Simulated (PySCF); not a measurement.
CH₅InS. Atoms are numbered in the order given.

```xyz
8

In    -0.0695    -0.8535     0.0000
H      1.1397    -2.0707     0.0000
H     -1.7892    -0.9643     0.0000
S      0.7520     1.4061     0.0000
C     -0.7837     2.4115     0.0000
H     -0.7915     3.0511     0.8942
H     -0.7915     3.0511    -0.8942
H     -1.6897     1.7889     0.0000
```

Geometry optimised at r2SCAN-D4/def2-SVP. The def2 effective core potentials stand for the cores of In; spin–orbit coupling is left out.

All values below come from IEF-PCM-ωB97X/def2-SVP run with PySCF 2.14.0.

The values are the electrostatic part of the solvation free energy, E(continuum) − E(gas) at the gas-phase geometry, in a cavity of scaled van der Waals radii (PySCF's table); cavitation and dispersion terms are not included. A continuum can't describe solvent molecules that bind to the metal. In vacuum the orbital gap is 9.19 eV. The dipole moment in vacuum is 1.74 D.

| solvent | ε | ΔG(elec) (kcal/mol) | dipole (D) | gap (eV) |
|---|---|---|---|---|
| water | 78.36 | -4.9 | 2.49 | 9.72 |
| n-hexane | 1.88 | -1.7 | 1.98 | 9.37 |
| benzene | 2.27 | -2.2 | 2.05 | 9.42 |
